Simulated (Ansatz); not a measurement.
## Molecular dynamics of CH$_{6}$BNS

The input (input.yaml):

```yaml
crystal:
  periodic: [false, false, false]
  atoms:
    - { symbol: B, position_ang: [-1.141977, 1.623685, 0.059196] }
    - { symbol: S, position_ang: [-1.239319, -0.019751, 0.743994] }
    - { symbol: C, position_ang: [0.443083, -0.705259, 0.524716] }
    - { symbol: "N", position_ang: [0.773994, -0.883606, -0.862375] }
    - { symbol: H, position_ang: [-2.153751, 2.26038, 0.068358] }
    - { symbol: H, position_ang: [-0.113592, 2.063029, -0.359032] }
    - { symbol: H, position_ang: [0.442023, -1.625171, 1.117651] }
    - { symbol: H, position_ang: [1.15542, -0.020431, 0.97986] }
    - { symbol: H, position_ang: [0.186895, -1.572332, -1.297818] }
    - { symbol: H, position_ang: [1.730324, -1.171643, -0.97145] }
basis:
  gaussian: { orbitals: def2-SVP }
hamiltonian:
  xc: hf
md:
  timestep: 2.5
  n_steps: 40
  ensemble: nvt_langevin
  temperature: 700.0
  initial_velocities: maxwell_boltzmann
  seed: 639005
  friction: 0.05
scf:
  lower_state_search: "off"
```

Launched with:

```bash
$ ansatz run input.yaml --threads 1 --pin off --max-ram 2048MiB --backend cpu --events-out ev --progress --plain --runs-dir out
```

It starts from a relaxed structure.

Output, in part (step lines, the closing report, with atoms numbered from 0):

```
md step     0: t =     0.00 fs  T =   630.0 K  F+E_penalty+E_count = -14090.34914740 eV  E_kin = 0.814338 eV  (24 SCF iters)
md step     1: t =     2.50 fs  T =   476.6 K  F+E_penalty+E_count = -14089.75704902 eV  E_kin = 0.616018 eV  (24 SCF iters)
md step     2: t =     5.00 fs  T =   524.5 K  F+E_penalty+E_count = -14089.80665424 eV  E_kin = 0.678018 eV  (24 SCF iters)
md step     3: t =     7.50 fs  T =   342.9 K  F+E_penalty+E_count = -14089.58302660 eV  E_kin = 0.443212 eV  (25 SCF iters)
md step     4: t =    10.00 fs  T =   372.0 K  F+E_penalty+E_count = -14089.57602086 eV  E_kin = 0.480825 eV  (24 SCF iters)
md step     5: t =    12.50 fs  T =   530.2 K  F+E_penalty+E_count = -14089.85377754 eV  E_kin = 0.685277 eV  (25 SCF iters)
md step     6: t =    15.00 fs  T =   468.8 K  F+E_penalty+E_count = -14089.97302753 eV  E_kin = 0.606009 eV  (25 SCF iters)
md step     7: t =    17.50 fs  T =   373.1 K  F+E_penalty+E_count = -14089.90907812 eV  E_kin = 0.482271 eV  (24 SCF iters)
md step     8: t =    20.00 fs  T =   391.7 K  F+E_penalty+E_count = -14089.92825159 eV  E_kin = 0.506313 eV  (25 SCF iters)
md step     9: t =    22.50 fs  T =   419.5 K  F+E_penalty+E_count = -14089.90623664 eV  E_kin = 0.542222 eV  (24 SCF iters)
md step    10: t =    25.00 fs  T =   452.2 K  F+E_penalty+E_count = -14090.02810133 eV  E_kin = 0.584478 eV  (25 SCF iters)
md step    11: t =    27.50 fs  T =   697.3 K  F+E_penalty+E_count = -14089.78992611 eV  E_kin = 0.901334 eV  (25 SCF iters)
md step    12: t =    30.00 fs  T =   576.7 K  F+E_penalty+E_count = -14089.50302303 eV  E_kin = 0.745460 eV  (49 SCF iters)
md step    13: t =    32.50 fs  T =   736.4 K  F+E_penalty+E_count = -14089.76276397 eV  E_kin = 0.951927 eV  (24 SCF iters)
md step    14: t =    35.00 fs  T =   834.9 K  F+E_penalty+E_count = -14089.16453123 eV  E_kin = 1.079165 eV  (25 SCF iters)
md step    15: t =    37.50 fs  T =   813.1 K  F+E_penalty+E_count = -14088.19501365 eV  E_kin = 1.051015 eV  (31 SCF iters)
md step    16: t =    40.00 fs  T =   791.4 K  F+E_penalty+E_count = -14088.01288439 eV  E_kin = 1.022902 eV  (26 SCF iters)
md step    17: t =    42.50 fs  T =  1375.8 K  F+E_penalty+E_count = -14089.85851977 eV  E_kin = 1.778397 eV  (25 SCF iters)
md step    18: t =    45.00 fs  T = 10735.5 K  F+E_penalty+E_count = -14084.50682081 eV  E_kin = 13.876676 eV  (25 SCF iters)
md step    19: t =    47.50 fs  T = 36835.8 K  F+E_penalty+E_count = -14081.17159707 eV  E_kin = 47.614001 eV  (42 SCF iters)
md step    20: t =    50.00 fs  T = 27837.7 K  F+E_penalty+E_count = -14078.66403807 eV  E_kin = 35.982996 eV  (32 SCF iters)
md step    21: t =    52.50 fs  T = 22248.9 K  F+E_penalty+E_count = -14078.45054479 eV  E_kin = 28.758889 eV  (31 SCF iters)
md step    22: t =    55.00 fs  T = 17440.5 K  F+E_penalty+E_count = -14078.52681794 eV  E_kin = 22.543565 eV  (32 SCF iters)
md step    23: t =    57.50 fs  T = 13804.6 K  F+E_penalty+E_count = -14078.85620435 eV  E_kin = 17.843829 eV  (30 SCF iters)
md step    24: t =    60.00 fs  T = 10715.5 K  F+E_penalty+E_count = -14078.51408036 eV  E_kin = 13.850847 eV  (32 SCF iters)
md step    25: t =    62.50 fs  T =  8794.2 K  F+E_penalty+E_count = -14078.35036403 eV  E_kin = 11.367397 eV  (32 SCF iters)
md step    26: t =    65.00 fs  T =  6829.6 K  F+E_penalty+E_count = -14078.28894264 eV  E_kin = 8.827899 eV  (32 SCF iters)
md step    27: t =    67.50 fs  T =  5887.3 K  F+E_penalty+E_count = -14078.59369139 eV  E_kin = 7.609911 eV  (32 SCF iters)
md step    28: t =    70.00 fs  T =  4694.0 K  F+E_penalty+E_count = -14078.37279177 eV  E_kin = 6.067481 eV  (31 SCF iters)
md step    29: t =    72.50 fs  T =  3176.7 K  F+E_penalty+E_count = -14078.25533831 eV  E_kin = 4.106250 eV  (30 SCF iters)
md step    30: t =    75.00 fs  T =  2767.0 K  F+E_penalty+E_count = -14078.31027589 eV  E_kin = 3.576627 eV  (31 SCF iters)
md step    31: t =    77.50 fs  T =  2218.4 K  F+E_penalty+E_count = -14077.91299828 eV  E_kin = 2.867495 eV  (29 SCF iters)
md step    32: t =    80.00 fs  T =  2441.3 K  F+E_penalty+E_count = -14078.06430139 eV  E_kin = 3.155579 eV  (29 SCF iters)
md step    33: t =    82.50 fs  T =  2003.4 K  F+E_penalty+E_count = -14078.09829059 eV  E_kin = 2.589585 eV  (31 SCF iters)
md step    34: t =    85.00 fs  T =  2266.6 K  F+E_penalty+E_count = -14078.79282028 eV  E_kin = 2.929747 eV  (31 SCF iters)
md step    35: t =    87.50 fs  T =  2071.7 K  F+E_penalty+E_count = -14078.01034219 eV  E_kin = 2.677920 eV  (30 SCF iters)
md step    36: t =    90.00 fs  T =  2484.3 K  F+E_penalty+E_count = -14077.36206116 eV  E_kin = 3.211167 eV  (31 SCF iters)
md step    37: t =    92.50 fs  T =  1572.1 K  F+E_penalty+E_count = -14076.24803236 eV  E_kin = 2.032068 eV  (33 SCF iters)
md step    38: t =    95.00 fs  T =  2051.1 K  F+E_penalty+E_count = -14076.91908617 eV  E_kin = 2.651282 eV  (32 SCF iters)
md step    39: t =    97.50 fs  T =  1998.7 K  F+E_penalty+E_count = -14078.07741517 eV  E_kin = 2.583541 eV  (31 SCF iters)
md step    40: t =   100.00 fs  T =  1910.8 K  F+E_penalty+E_count = -14077.34876619 eV  E_kin = 2.469927 eV  (33 SCF iters)
Total energy: -14077.34876619 eV, -517.3330251878 hartree
Atom 0 at    -1.411808     1.436628     0.383243 Å, force    -0.011520     0.934530    -0.048421 eV/Å
Atom 1 at    -1.455952    -0.260866     1.148482 Å, force     0.137497     1.063034     0.193992 eV/Å
Atom 2 at     0.219587    -0.939547     0.328376 Å, force    -6.015708    -4.025160    -0.393601 eV/Å
Atom 3 at    -0.414602    -0.753084    -0.815685 Å, force     9.543686     9.241461     2.646697 eV/Å
Atom 4 at    -2.390711     2.090430     0.050943 Å, force     0.207471    -0.879299     0.459527 eV/Å
Atom 5 at    -0.362614     2.018471     0.281581 Å, force    -0.053935    -0.539245    -0.043041 eV/Å
Atom 6 at     0.313887    -1.877438     0.822144 Å, force    -0.490958    -1.373890     0.152355 eV/Å
Atom 7 at     1.068273    -0.517909     0.392959 Å, force     6.209888     4.810085     1.203052 eV/Å
Atom 8 at    -0.999364    -1.282237    -1.114236 Å, force    -9.510910    -9.232154    -4.172630 eV/Å
Atom 9 at    21.268234    -1.558468    -2.796260 Å, force    -0.015510     0.000638     0.002070 eV/Å
Dipole moment:    -6.006475     0.118815     0.980168 e Å
```

The run went to its last step. The temperature shot up to 37000 K, far beyond the bath's, so the integration failed: the time step of 2.5 fs is too long for the fastest motions that this run met, and the later frames carry no physical meaning.

Parted: N4–H10 1.00 → 21.79 Å. It ends as CH5BNS + H. Pairs count as bonded within 1.25 times the sum of covalent radii (0.12 Å more for H–H).

Last frame:

```xyz
10
Properties=species:S:1:pos:R:3
B -1.412 1.437 0.383
S -1.456 -0.261 1.149
C 0.220 -0.940 0.328
N -0.415 -0.753 -0.816
H -2.391 2.090 0.051
H -0.363 2.018 0.282
H 0.314 -1.877 0.822
H 1.068 -0.518 0.393
H -0.999 -1.282 -1.114
H 21.268 -1.558 -2.796
```

The run took 56 s on 1 thread of Arm Neoverse V1, with other jobs on the host, peak memory 0.15 GiB.
